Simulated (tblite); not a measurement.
Start geometry of `FC(F)(F)c1c[c]ccc1` [radical] from a force field or distance geometry (Å):
```
atom  x, y, z in Å
F1     2.2626   -1.3031   -1.1529
C2     2.0064   -0.3446   -0.1945
F3     2.6656    0.8551   -0.4448
F4     2.5393   -0.7742    1.0260
C5     0.5657   -0.0084   -0.0277
C6     0.2031    1.2925    0.3043
C7    -1.1432    1.6275    0.4458
C8    -2.1254    0.6749    0.2579
C9    -1.7383   -0.6141   -0.0839
C10   -0.4088   -0.9689   -0.2292
H11    0.9672    2.0484    0.4617
H12   -3.1864    0.9007    0.3602
H13   -2.4988   -1.3977   -0.2398
H14   -0.1094   -1.9885   -0.5052
```

Question: What comes out of this run: GFN2-xTB geometry optimisation, gas phase in tblite 0.8.0?

Answer: 
```
atom  x, y, z in Å
F1     2.238   -1.256   -1.101
C2     2.014   -0.316   -0.168
F3     2.775    0.737   -0.498
F4     2.524   -0.803    0.981
C5     0.558    0.031   -0.035
C6     0.186    1.332    0.319
C7    -1.149    1.571    0.442
C8    -2.138    0.652    0.255
C9    -1.749   -0.643   -0.088
C10   -0.408   -0.948   -0.229
H11    0.934    2.094    0.474
H12   -3.182    0.899    0.365
H13   -2.499   -1.404   -0.242
H14   -0.104   -1.949   -0.497
```

The energy falls by 0.338 eV over 24 L-BFGS steps, the largest force on an atom goes from 2.02 to 0.010 eV/Å, and the atoms move by 0.061 Å rms after alignment. Among the bonds, C2–F3 and C2–F4 change most and about equally (-0.051 Å). Bonds longer at the end by more than 0.005 Å: 4 of 14; shorter: 9. Among the angles that change most is F3–C2–C5, from 106.5° to 113.0°. Rotational constants go from 2826, 968.4, 830.9 to 2976, 959.4, 830.1 MHz. The orientation of the end geometry is arbitrary; only internal coordinates are fixed.

Hardware: one thread of an Intel Xeon at 2.60 GHz, no GPU, shared host. Cost: 0.16 s.

Its lowest GFN2-xTB frequency is 11 cm⁻¹, too small to tell a flat minimum from a shallow saddle.

The numbers are calculated, not measured.
